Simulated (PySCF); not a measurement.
C5H7F3O.
SMILES with atom numbers: `[CH3:1][O:2][C:3]1([C:4]([F:5])([F:6])[F:7])[CH2:8][CH2:9]1` (hydrogens: H10, H11, H12 on C1; H13, H14 on C8; H15, H16 on C9)

The same species was optimised twice, with GFN2-xTB and with PBE0-D3(BJ)/def2-SVP (PySCF), and the same property calculations (PySCF, gas phase) were run on both structures.

| coordinate | GFN2-xTB | PBE0-D3(BJ)/def2-SVP | change |
| --- | --- | --- | --- |
| C1–O2 (Å) | 1.419 | 1.408 | -0.011 |
| C3–C4 (Å) | 1.521 | 1.510 | -0.011 |
| C4–F7 (Å) | 1.350 | 1.341 | -0.009 |
| O2–C3 (Å) | 1.385 | 1.377 | -0.008 |
| C3–C9 (Å) | 1.500 | 1.492 | -0.008 |
| C3–C8 (Å) | 1.508 | 1.501 | -0.007 |
| C4–F5 (Å) | 1.337 | 1.331 | -0.006 |
| C4–F6 (Å) | 1.341 | 1.339 | -0.002 |
| C8–C9 (Å) | 1.499 | 1.502 | +0.003 |
| C4–C3–C8 (°) | 116.3 | 118.5 | +2.2 |
| F6–C4–F7 (°) | 105.6 | 107.1 | +1.5 |
| C3–C4–F6 (°) | 112.7 | 111.3 | -1.4 |
| C1–O2–C3 (°) | 115.4 | 116.5 | +1.1 |
| C3–C4–F5 (°) | 112.6 | 111.5 | -1.1 |
| O2–C3–C8 (°) | 120.7 | 119.6 | -1.1 |
| O2–C3–C9 (°) | 117.2 | 116.2 | -1.0 |
| F5–C4–F7 (°) | 106.2 | 107.2 | +1.0 |
| C1–O2–C3–C4 (°) | 70 | 79 | +9 |
| O2–C3–C4–F5 (°) | 39 | 56 | +17 |

Rotational constants: A = 2077, B = 1673, C = 1257 MHz (GFN2-xTB) against A = 2132, B = 1641, C = 1260 MHz (PBE0-D3(BJ)/def2-SVP). Point groups within 0.08 Å: C1 and C1.

On the GFN2-xTB structure: lowest singlet, TDDFT (eV) 7.35 [B3LYP/def2-SVPD]; lowest triplet, Tamm–Dancoff (eV) 7.26 [B3LYP/def2-SVPD]; isotropic polarisability (au) 65.1 [B3LYP/def2-SVPD]; HOMO (eV) -7.81 [B3LYP/def2-SVPD]; LUMO (eV) 0.43 [B3LYP/def2-SVPD]; dipole (D) 2.36 [B3LYP/def2-SVPD]; HOMO (eV) -7.95 [PBE0/pcSseg-1]; LUMO (eV) 1.63 [PBE0/pcSseg-1]; dipole (D) 2.25 [PBE0/pcSseg-1]; GIAO shielding of C1 (ppm) 127.2 [PBE0/pcSseg-1]; GIAO shielding of O2 (ppm) 306.0 [PBE0/pcSseg-1]; GIAO shielding of C3 (ppm) 123.0 [PBE0/pcSseg-1]; GIAO shielding of C4 (ppm) 51.8 [PBE0/pcSseg-1]; GIAO shielding of F5/F6/F7 (mean) (ppm) 254.4 [PBE0/pcSseg-1]; GIAO shielding of C8/C9 (mean) (ppm) 173.8 [PBE0/pcSseg-1].

Problem. What do these properties become on the PBE0-D3(BJ)/def2-SVP structure?

Solution. 
```tsv
property	level	on GFN2-xTB	on PBE0-D3(BJ)/def2-SVP	change
lowest singlet, TDDFT (eV)	B3LYP/def2-SVPD	7.35	7.36	+0.01
lowest triplet, Tamm–Dancoff (eV)	B3LYP/def2-SVPD	7.26	7.27	+0.01
isotropic polarisability (au)	B3LYP/def2-SVPD	65.1	65.3	+0.2
HOMO (eV)	B3LYP/def2-SVPD	-7.81	-7.86	-0.05
LUMO (eV)	B3LYP/def2-SVPD	0.43	0.40	-0.03
dipole (D)	B3LYP/def2-SVPD	2.36	2.40	+0.04
energy, GFN2-xTB geometry as zero (kcal/mol)	B3LYP/def2-SVPD	0.0	-0.7	-0.7
HOMO (eV)	PBE0/pcSseg-1	-7.95	-7.99	-0.04
LUMO (eV)	PBE0/pcSseg-1	1.63	1.56	-0.07
dipole (D)	PBE0/pcSseg-1	2.25	2.29	+0.04
energy, GFN2-xTB geometry as zero (kcal/mol)	PBE0/pcSseg-1	0.0	-0.9	-0.9
GIAO shielding of C1 (ppm)	PBE0/pcSseg-1	127.2	126.9	-0.3
GIAO shielding of O2 (ppm)	PBE0/pcSseg-1	306.0	311.3	+5.3
GIAO shielding of C3 (ppm)	PBE0/pcSseg-1	123.0	124.7	+1.7
GIAO shielding of C4 (ppm)	PBE0/pcSseg-1	51.8	53.2	+1.4
GIAO shielding of F5/F6/F7 (mean) (ppm)	PBE0/pcSseg-1	254.4	263.0	+8.6
GIAO shielding of C8/C9 (mean) (ppm)	PBE0/pcSseg-1	173.8	172.6	-1.2
```

The heavy atoms differ by 0.189 Å rms after alignment. Among bonds between heavy atoms C1–O2 and C3–C4 change most and about equally (-0.011 Å). Changes are differences of the printed values. Neither structure is proved a minimum here.

Conformer computed: `[CH3:1][O:2][C:3]1([C:4]([F:5])([F:6])[F:7])[CH2:8][CH2:9]1`: C1–O2–C3–C4 79°, O2–C3–C4–F5 56°.
